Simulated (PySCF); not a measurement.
# GaCl and its ions

RHF-SCS-MP2; PySCF, no relativity, basis sets Ga def2-TZVPPD, Cl def2-TZVPPD. Neutral (RHF): singlet (closed shell), Re = 2.218 Å, ωe = 368 cm⁻¹, De = 4.83 eV.

GaCl⁺ (UHF): doublet (σ ↑), Re = 2.076 Å, ωe = 467 cm⁻¹, De = 0.98 eV to Ga⁺ + Cl. The energies at the minima are -2383.20392 hartree for GaCl and -2382.84927 for GaCl⁺.

**Question.** Work out the adiabatic ionisation energy, without and with harmonic zero-point energies (1 hartree = 27.2114 eV, 1 eV = 8065.5 cm⁻¹), and the change of the bond length.

**Answer.** At SCS-MP2: 0.35465 hartree = 9.651 eV between the minima; the zero-point term (467.0 − 368.0)/2 cm⁻¹ = +0.006 eV makes it 9.657 eV. Re changes by -14.2 pm against the neutral. The electron leaves a σ orbital, and the shorter bond of the ion fits an antibonding orbital, or a change in how ionic the bond is.

Correlated steps freeze 14 core orbitals. Spin–orbit coupling is left out. For an ion De counts to the pair picked by the measured ionisation energies or electron affinities, which need not be the lowest pair at this level. Where the molecule has an RHF reference, its open-shell atoms are computed with UHF. States were picked by a PBE0 search and need not be the measured ground states.

Neutral and ion stand on different kinds of reference determinant, which adds to the error of the difference.
